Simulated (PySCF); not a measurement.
**C₆ coefficients of unlike pairs at r2SCAN0**

Calculated with PySCF 2.14 from the dipole response of each species, C₆(A,B) = (3/π) ∫ α_A(iu) α_B(iu) du, in atomic units, from isotropic polarisabilities. For ions this is the dispersion term alone; charge-induced terms of lower order in 1/R come first.

```csv
species,configuration,basis,relativity,α (bohr³),C₆ (like pair)
Ba,[Xe] 6s2 (1S),"aug-cc-pwCVTZ-X2C with one added diffuse shell each of s, p, d, f type (12s11p9d5f)",spin-free X2C,279.3,5731
Sc(3+),[Ar] (1S),"aug-cc-pVTZ with one added diffuse shell each of s, p, d, f, g type (9s8p6d4f3g)",none,2.120,5.495
Fe+,[Ar] 3d6 4s1 (6D),dyall-av2z (16s12p7d2f),none,28.14,145.4
Ni(2+),[Ar] 3d8 (3F),aug-cc-pVDZ-DK (7s6p4d2f),spin-free X2C,3.052,8.530
```

Estimate C₆ for Ni(2+) with Fe+.

The integral gives 28.53. The combination rule 2 C_A C_B / (C_A α_B/α_A + C_B α_A/α_B) gives 26.28 and the geometric mean 35.22.

No spin-orbit coupling is included.

The other pairs:

| pair | C₆ |
| --- | --- |
| Fe+, Ba | 833.5 |
| Sc(3+), Ba | 93.89 |
| Fe+, Sc(3+) | 21.66 |
| Ni(2+), Ba | 128.1 |
| Ni(2+), Sc(3+) | 6.806 |
